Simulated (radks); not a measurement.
Problem. The cadmium ion Cd+, [Kr] 4d10 5s1. Calculated with a radial shooting solver on a logarithmic mesh with Libxc functionals: non-relativistic Kohn-Sham, r2SCAN, spin-polarised, spherical densities, point nucleus; meta-GGA in the generalised Kohn-Sham scheme. Every spin shell is full or empty, so the densities are truly spherical. Functionals are evaluated on that one density, not self-consistently. Rank these orbital-free kinetic functionals by their error against the exact value of the orbitals, and give that value: Thomas-Fermi, von Weizsacker, TF + vW, TF + vW/9, TF + vW/5, LC94, APBEK, Perdew 92, Pearson, LKT, PG1, DePristo-Kress, Ernzerhof.

Solution. Exact: 5465.04 hartree. From best to worst, with 100 (|E| - |E exact|)/|E exact| (equal figures are ties): DePristo-Kress -0.07, LC94 +0.09, APBEK +0.15, Ernzerhof -0.37, Perdew 92 -0.65, TF + vW/9 -0.66, Pearson -0.91, TF + vW/5 +3.09, Thomas-Fermi -5.34, PG1 +15.35, LKT +19.52, TF + vW +36.80, von Weizsacker -57.86.
